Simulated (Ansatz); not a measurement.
Compare A (`[OH][GeH]1[CH2]O[SiH2]1`) with its isomer B (`[GeH3][CH]1O[SiH2]O1`).

Calculated with Ansatz (gas phase, PBE0-D4/def2-TZVP geometries, no zero-point term in ΔE). CBS: MP2 limit from def2 TZ/QZ plus the TZ coupled-cluster correction, frozen cores. DFT in def2-TZVPP. B3LYP here is the variant with VWN-RPA as its local correlation; programs differ in this. For Ge outer-core shells are correlated without core-valence functions, which leaves a few kJ/mol of doubt a bond. Scalar relativity is left out up to krypton. One conformer a species, not always the lowest.

Task: Which isomer does CCSD(T)/CBS put lower? Give the gap. (Best estimate.)

Result: Ansatz gave: A, by 2.3 kcal/mol.

Task: Give E(B) − E(A) in kcal/mol with PBE-D4, CCSD/def2-TZVPP, HF/def2-TZVPP, B3LYP, r2SCAN-D4, ωB97M-V, PBE0-D4. (Best estimate.)

Result: The calculation gave: PBE-D4 5.4, CCSD/def2-TZVPP 0.7, HF/def2-TZVPP -2.9, B3LYP 2.9, r2SCAN-D4 2.4, ωB97M-V 1.1, PBE0-D4 3.8. The order is the other way round with HF/def2-TZVPP.

Largest T1 diagnostic: 0.013.

In def2-TZVPP, CCSD(T) changes the Hartree–Fock value by +4.1 kcal/mol (the triples alone add +0.6 kcal/mol) and MP2 by +4.7 kcal/mol. From PBE to PBE0 (25 % exact exchange), in def2-TZVPP and without D4, E(B) − E(A) moves by −1.6 kcal/mol.
